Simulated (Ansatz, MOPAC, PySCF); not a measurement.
Pair of molecules: CH4OSe (SMILES CO[SeH]) (first 7 atoms) with CH4 (SMILES C); geometry from B3LYP-D3(BJ)/def2-TZVP, rigid monomers moved along the line of their centres of mass till O2···H12 is 3.10 Å.
(charge 0, multiplicity 1):
```xyz
12

C      1.835     0.806     0.802
O      0.438     0.769     0.523
Se    -0.241    -0.885     0.226
H      2.093     0.179     1.658
H      2.065     1.848     1.032
H      2.422     0.490    -0.065
H      0.169    -0.978    -1.196
C     -0.068     0.049     4.354
H      0.187    -0.931     3.951
H     -0.932    -0.044     5.009
H      0.777     0.437     4.922
H     -0.300     0.729     3.536
```

Monomers are frozen at their geometry in the pair; levels with a basis set take the counterpoise correction. Rows marked so take none.

Frozen-core correlation. Filled d and f shells under p-block atoms count as core. Rows in 3-21G, 6-31G* carry no dispersion term and start afresh at each structure (6-31G* with six Cartesian d functions); the Pople sets are all-electron and without relativity. MP2/6-31G* freezes PySCF's default core, which leaves 3d correlated. The state reached by AM1, PM3 isn't checked.

Codes used: Ansatz (a program for electronic structure) with Gaussian orbitals; MOPAC for AM1, PM3 (differences of heats of formation); PySCF for 3-21G rows, 6-31G* rows, the dispersion terms. 

Other levels give for the interaction energy: PBE/def2-TZVPPD -0.47; B3LYP/def2-TZVPPD 0.13; B3LYP-D3(BJ)/def2-TZVPPD -1.22; wB97M-V/def2-TZVPPD -1.05; CCSD(T)/aug-cc-pVDZ -0.98 kcal/mol.

What do these common cheap choices give for the same quantity: AM1, PM3, HF/6-31G*, HF/6-31G* (no counterpoise), B3LYP/3-21G (no counterpoise), B3LYP/6-31G*, MP2/6-31G*, MP2/6-31G* (no counterpoise)?

AM1 0.09; PM3 -0.42; HF/6-31G* 0.13; HF/6-31G* (no counterpoise) -0.28; B3LYP/3-21G (no counterpoise) -0.98; B3LYP/6-31G* 0.14; MP2/6-31G* -0.43; MP2/6-31G* (no counterpoise) -1.23 kcal/mol. They span -1.23 to 0.14 kcal/mol.
